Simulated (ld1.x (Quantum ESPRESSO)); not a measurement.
**Transferability test, ultrasoft potential for F**

- Element: F
- Generator: ld1.x (Quantum ESPRESSO) 7.5
- Type: ultrasoft
- Functional: PBE
- Relativity: non-relativistic
- Frozen core: [He]
- Valence charge: 7
- Reference configuration: 2s2 2p4 (charge +1)
- Partial waves: 2s (bound): rcut 0.62, rcutus 0.78 bohr; 2s channel at -2.75 Ry: rcut 0.62, rcutus 0.78 bohr; 2p (bound): rcut 1.18, rcutus 1.52 bohr; 2p channel at -1.65 Ry: rcut 1.18, rcutus 1.52 bohr
- Local potential: all-electron potential smoothed inside 1.18 bohr (lloc = -1)
- Core correction: Bessel-smoothed model core, default radius (core density twice the valence density)
- Augmentation charge: PSQ, inside the norm-conserving radii

Energies are relative to the spin-unpolarised reference configuration 2s2 2p4; without spin polarisation the order of configurations can differ from experiment.

```
valence configuration  charge  ΔE all-electron (eV)  error AE − PS (meV)
              2s2 2p5       0               -19.402                  +12
              2s2 2p3      +2                38.395                  +21
            2s2 2p4.5    +0.5               -11.853                 +3.8
              2s1 2p6       0                -0.678                  +23
            2s2 2p5.3    -0.3               -22.074                  +18
              2s2 2p1      +4               184.836                 +219
```

Task: What are ΔE and the potential's error for 2s2 2p2?

Result: ΔE = 99.037 eV all-electron; the error (AE − PS) is +89 meV.
